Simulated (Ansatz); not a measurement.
`[CH3][Mo](=[O])(=[S])[Cl]` + H₂O → `[CH3][Mo](=[O])([OH])=[S]` + HCl at 298.15 K and 1 bar (formal hydrolysis of a Mo–Cl bond).

Isolated molecules relaxed with PBE0-D4/def2-TZVP in Ansatz; ΔE leaves out vibrations. CBS: MP2 limit from def2 TZ/QZ plus the TZ coupled-cluster correction, frozen cores. This one scheme is used for every species. def2 core potentials past Kr. For Mo outer-core shells are correlated without core-valence functions, which leaves a few kJ/mol of doubt a bond. One conformer a species, not always the lowest.

```
                    species  CCSD(T)/CBS energy (Eh)  H − E (kJ/mol)  S (J/(mol·K))
`[CH3][Mo](=[O])(=[S])[Cl]`              -1040.85015           131.7          363.4
                        H₂O                -76.37941            66.4          188.7
`[CH3][Mo](=[O])([OH])=[S]`               -656.83361           163.9          357.2
                        HCl               -460.38127            26.6          186.8
```

H − E and S are ideal-gas, rigid-rotor, harmonic terms from PBE0-D4/def2-TZVP, for one conformer and one mirror image of each species. 1 Eh = 2625.50 kJ/mol, R = 8.31446 J/(mol·K).

Question: By hand: ΔE, ΔH, ΔS and ΔG.

Answer: ΔE = (-656.83361) + (-460.38127) − (-1040.85015) − (-76.37941) = 0.01468 Eh = 38.5 kJ/mol. Δ(H − E) = 163.9 + 26.6 − 131.7 − 66.4 = -7.6, so ΔH = 30.9 kJ/mol. ΔS = 357.2 + 186.8 − 363.4 − 188.7 = -8.1 J/(mol·K). ΔG = 30.9 − 298.15 × (-8.1)/1000 = 33.3 kJ/mol.

Question: By hand: the equilibrium constant, and the temperature at which ΔG would vanish if ΔH and ΔS stayed fixed.

Answer: log₁₀ K = −ΔG/(RT ln 10) = -5.8. ΔH and −TΔS have one sign here, so there is no such temperature.

The number of gas molecules stays the same, so ΔS is small and ΔH decides. A doubt of 5 kJ/mol in ΔE shifts log₁₀ K by 0.9 here. Other conformers and mirror images would add mixing entropy, several J/(mol·K) or more a flexible species. These are equilibria of isolated gas molecules and say nothing of rates. Largest T1 diagnostic: 0.025 (customary marks: 0.02 for closed shells, 0.045 for open ones).

ΔS is within the doubt of such terms, so its sign, and with it that verdict, could turn.
